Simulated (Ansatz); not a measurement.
Anthraquinone (C₁₄H₈O₂). Total charge 0; triplet. Geometry PBE-D4/def2-SVP, that of the neutral singlet; atoms count from 1.

```xyz
24

O    -1.669    1.307    1.705
C    -0.913    0.715    0.933
C    -1.301   -0.584    0.305
C    -2.559   -1.136    0.609
C    -2.952   -2.352    0.038
C    -2.088   -3.028   -0.846
C    -0.835   -2.487   -1.154
C    -0.432   -1.265   -0.584
C     0.912   -0.714   -0.934
O     1.667   -1.306   -1.707
C     1.301    0.585   -0.306
C     2.559    1.136   -0.610
C     2.952    2.351   -0.037
C     2.089    3.028    0.846
C     0.835    2.487    1.154
C     0.432    1.265    0.583
H    -3.209   -0.582    1.303
H    -3.937   -2.780    0.278
H    -2.400   -3.984   -1.293
H    -0.136   -2.989   -1.840
H     3.209    0.582   -1.303
H     3.937    2.780   -0.277
H     2.401    3.983    1.295
H     0.137    2.988    1.840
```

At PBE0-D4/def2-SVP a singlet of charge 0 lies 2.68 eV below the triplet at the same geometry.

(1) Estimate the Mulliken populations from the PBE0/def2-SVP orbitals of Ansatz.

(2) Where does the spin sit?

(3) And the Mayer bond orders between heavy atoms (over 0.3)?

Answers

(1) 
| atom | charge (e) | spin (α − β) |
| --- | --- | --- |
| O1 | -0.23 | 0.22 |
| C2 | 0.20 | -0.02 |
| C3 | -0.08 | 0.15 |
| C4 | -0.01 | -0.07 |
| C5 | -0.01 | 0.13 |
| C6 | 0.00 | -0.07 |
| C7 | -0.04 | 0.14 |
| C8 | -0.03 | 0.02 |
| C9 | 0.14 | 0.34 |
| O10 | -0.05 | 0.88 |
| C11 | -0.03 | 0.02 |
| C12 | -0.04 | 0.14 |
| C13 | 0.00 | -0.07 |
| C14 | -0.01 | 0.13 |
| C15 | -0.01 | -0.07 |
| C16 | -0.08 | 0.15 |
| H17 | 0.04 | 0.00 |
| H18 | 0.04 | -0.01 |
| H19 | 0.04 | 0.00 |
| H20 | 0.03 | -0.01 |
| H21 | 0.03 | -0.01 |
| H22 | 0.04 | 0.00 |
| H23 | 0.04 | -0.01 |
| H24 | 0.04 | 0.00 |
Mulliken values depend strongly on the basis.

(2) Summed by element: O 1.10, C 0.91, H -0.01, of 2 unpaired in all. Largest on single atoms: O10 0.88, C9 0.34, O1 0.22.

(3) O1–C2 2.05 (1.23 Å); C2–C3 0.99 (1.49 Å); C2–C16 0.99 (1.49 Å); C3–C4 1.38 (1.41 Å); C3–C8 1.30 (1.42 Å); C4–C5 1.40 (1.40 Å); C5–C6 1.32 (1.41 Å); C6–C7 1.44 (1.40 Å); C7–C8 1.32 (1.41 Å); C8–C9 1.05 (1.49 Å); C9–O10 1.59 (1.23 Å); C9–C11 1.05 (1.49 Å); C11–C12 1.32 (1.41 Å); C11–C16 1.30 (1.42 Å); C12–C13 1.44 (1.40 Å); C13–C14 1.32 (1.41 Å); C14–C15 1.40 (1.40 Å); C15–C16 1.38 (1.41 Å).
